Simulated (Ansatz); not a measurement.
One change: `B[SiH2][SiH2]Cl` becomes `[NH2][AlH][SiH2][SiH2]Cl`.

Ansatz, PBE0-D4/def2-TZVP geometries, multiplicity 1. Each molecule was computed in one conformer, which needn't be the lowest.

| property | `B[SiH2][SiH2]Cl` |
| --- | --- |
| LUMO energy (ωB97M-V/def2-TZVPP) / eV | 0.48 |
| HOMO–LUMO gap (ωB97M-V/def2-TZVPP) / eV | 10.18 |
| size of the dipole moment (ωB97M-V/def2-TZVPP) / D | 1.77 |
| HOMO–LUMO gap (B3LYP/def2-TZVPP) / eV | 5.98 |
| HOMO energy (PBE0/def2-TZVPP) / eV | -7.64 |
| LUMO energy (PBE0/def2-TZVPP) / eV | -1.31 |

(1) Give the same properties after the change, and the shifts. (Best estimate.)

Results:

(1) The calculation gave: 
```
                                          property  `[NH2][AlH][SiH2][SiH2]Cl`  shift
             LUMO energy (ωB97M-V/def2-TZVPP) / eV                        0.32  -0.16
           HOMO–LUMO gap (ωB97M-V/def2-TZVPP) / eV                        9.77  -0.41
size of the dipole moment (ωB97M-V/def2-TZVPP) / D                        0.89  -0.88
             HOMO–LUMO gap (B3LYP/def2-TZVPP) / eV                        5.80  -0.18
                HOMO energy (PBE0/def2-TZVPP) / eV                       -7.50   0.14
                LUMO energy (PBE0/def2-TZVPP) / eV                       -1.33  -0.02
```

Dipoles are sizes alone; their direction can turn.

B3LYP here is the variant with VWN-RPA as its local correlation; programs differ in this.
